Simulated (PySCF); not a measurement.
C2H7FSi2.
SMILES with atom numbers: `[F:1][SiH:2]1[CH2:3][SiH2:4][CH2:5]1` (hydrogens: H6 on Si2; H7, H8 on C3; H9, H10 on Si4; H11, H12 on C5)

Method: PBE0-D3(BJ)/def2-SVP geometry optimisation, gas phase in PySCF 2.14.0; density fitting, grid level 1; the optimiser is geomeTRIC in internal coordinates, started from a GFN2-xTB structure with every atom displaced at random (about 0.01 Å).

At the end of the run (lengths in Å): Si2–H6 1.492, Si2–C3 1.885, C3–H8 1.101, Si4–H10 1.495, C3–H7 1.102, C5–H12 1.102, Si4–C5 1.909, C3–Si2–C5 92.9°, Si2–C3–Si4 87.7°, C3–Si4–C5 91.4°, F1–Si2–C3 111.5°, F1–Si2–C3–Si4 109°, Si2–C3–Si4–C5 5°, C3–Si4–C5–Si2 -5°, H6–Si2–C5–Si4 128°.

Question: These geometries were met on the way; a selection of coordinates is given. Order them by energy above the end point, lowest first.
A. Si2–H6 1.493, Si2–C3 1.892, C3–H8 1.101, Si4–H10 1.495, C3–H7 1.102, C5–H12 1.101, Si4–C5 1.916, C3–Si2–C5 92.9°, Si2–C3–Si4 87.6°, C3–Si4–C5 91.4°, F1–Si2–C3 111.2°, F1–Si2–C3–Si4 108°, Si2–C3–Si4–C5 6°, C3–Si4–C5–Si2 -6°, H6–Si2–C5–Si4 125°
B. Si2–H6 1.492, Si2–C3 1.886, C3–H8 1.100, Si4–H10 1.495, C3–H7 1.102, C5–H12 1.102, Si4–C5 1.910, C3–Si2–C5 92.9°, Si2–C3–Si4 87.7°, C3–Si4–C5 91.3°, F1–Si2–C3 111.4°, F1–Si2–C3–Si4 109°, Si2–C3–Si4–C5 5°, C3–Si4–C5–Si2 -5°, H6–Si2–C5–Si4 128°
C. Si2–H6 1.493, Si2–C3 1.898, C3–H8 1.105, Si4–H10 1.491, C3–H7 1.111, C5–H12 1.103, Si4–C5 1.917, C3–Si2–C5 94.0°, Si2–C3–Si4 86.2°, C3–Si4–C5 92.8°, F1–Si2–C3 112.0°, F1–Si2–C3–Si4 108°, Si2–C3–Si4–C5 7°, C3–Si4–C5–Si2 -7°, H6–Si2–C5–Si4 122°
D. Si2–H6 1.449, Si2–C3 1.922, C3–H8 1.072, Si4–H10 1.467, C3–H7 1.076, C5–H12 1.078, Si4–C5 1.886, C3–Si2–C5 88.4°, Si2–C3–Si4 90.3°, C3–Si4–C5 89.4°, F1–Si2–C3 111.2°, F1–Si2–C3–Si4 108°, Si2–C3–Si4–C5 4°, C3–Si4–C5–Si2 -5°, H6–Si2–C5–Si4 131°

Answer: B (0.000 eV), A (0.012 eV), C (0.085 eV), D (0.154 eV).

```json
{"step": "4", "E above end (eV)": "0.000", "rms distance from the end, all atoms (Å)": "0.005", "largest force (eV/Å)": "0.023", "rms shift of all bonds from the end (Å)": "0.000"}
{"step": "2", "E above end (eV)": "0.012", "rms distance from the end, all atoms (Å)": "0.022", "largest force (eV/Å)": "0.462", "rms shift of all bonds from the end (Å)": "0.004"}
{"step": "1", "E above end (eV)": "0.085", "rms distance from the end, all atoms (Å)": "0.055", "largest force (eV/Å)": "1.145", "rms shift of all bonds from the end (Å)": "0.010"}
{"step": "0", "E above end (eV)": "0.154", "rms distance from the end, all atoms (Å)": "0.061", "largest force (eV/Å)": "1.786", "rms shift of all bonds from the end (Å)": "0.024"}
```

Rows stand in the order of the answer.
